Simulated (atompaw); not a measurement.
# Building the PAW (atompaw) potential for Ce (Z = 58) (PBEsol, scalar-relativistic).

Ce, PAW, made with atompaw 4.2.0.5 (PBEsol, scalar-relativistic). Core [Kr] 4d10, reference 4f1 5s2 5p6 5d1 6s2 6p0. Waves: 5s (bound); 6s (bound); 5p (bound); 6p (bound, empty); 5d (bound); 5d channel at 0.15 Ry; 4f (bound); 4f channel at 0.9 Ry. Local part: bessel scheme, radius 2.50 bohr. Core correction: smooth core density matched at 1.95 bohr. Augmentation charge: sinc compensation charge, radius 2.60 bohr; PAW radius 3.00 bohr; waves and projectors: bloechl.

Poles of the logarithmic derivatives, all-electron (AE) and pseudo (PS). s: poles at -2.9, 2.8 (AE) and -2.9, 2.6 (PS) Ry. p: poles at -1.5, 4.0 (AE) and -1.5, 3.9 (PS) Ry. d: poles at 0.6 (AE) and 0.6, 1.2 (PS) Ry. f: poles at -0.3, 3.2 (AE) and -0.3, 3.5 (PS) Ry. Test radius 3.01 bohr.

- Cutoffs needed: 21 Ry and 30 Ry (the cutoffs (Ry, on a coarse ladder) from which the occupation-weighted sum of valence levels, in a spherical-Bessel basis at the reference potential, stays within 10 and 1 mRy of its value at 400 Ry)
- Ghost test: no extra level below or beside the all-electron valence levels (s, p, d, f tested) (spherical-Bessel basis up to 400 Ry, 20 bohr box)
- Lowest eigenvalue of the overlap operator: 0.01 (d channel)
- Overlap eigenvalues printed by atompaw (projector basis): 0.0145, 0.305, 0.892, 1.67, 2.48, 2.98, 8.11, 47.6
- Share of each valence orbital outside the PAW sphere: 5s 1 %, 6s 83 %, 5p 4 %, 6p 95 %, 5d 40 %, 4f 2 %
